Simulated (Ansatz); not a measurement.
This geometry of CH₂O₂Se (6 atoms, charge 0, multiplicity 1) is a first-order saddle point.

All numbers below come from RHF/def2-SVP (Ansatz 0.2.0).

```xyz
6
Properties=species:S:1:pos:R:3
O -0.464 -0.656 1.242
C 0.116 -0.132 0.376
O 1.433 -0.267 0.156
Se -0.672 1.083 -0.889
H 1.611 -0.929 -0.499
H -2.023 0.900 -0.386
```

(1) Which two structures does it join? (They come from a converged band through this point; their orientation in space is the band's.)

(2) How far does it lie above each of them?

Answers

(1) No bond is made or broken. The dihedral Se4–C2–O3–H5 goes from -180 to 0°.

First end point:

```xyz
6
Properties=species:S:1:pos:R:3
O -0.343 -0.709 1.069
C 0.103 -0.154 0.136
O 1.330 -0.321 -0.319
Se -0.825 1.121 -0.951
H 1.778 -0.956 0.230
H -2.042 1.019 -0.166
```

Last end point:

```xyz
6
Properties=species:S:1:pos:R:3
O -0.604 -0.735 1.243
C 0.055 -0.323 0.373
O 1.304 -0.704 0.173
Se -0.580 0.985 -0.913
H 1.717 -0.289 -0.570
H -1.893 1.066 -0.305
```

(2) 46.6 kJ/mol above the first and 21.0 kJ/mol above the second. This is the barrier of this one path; another mechanism may lie lower.

Time of the run: 3.5 min on 1 thread of Arm Neoverse V1, with other jobs on the host, peak memory 0.16 GiB.
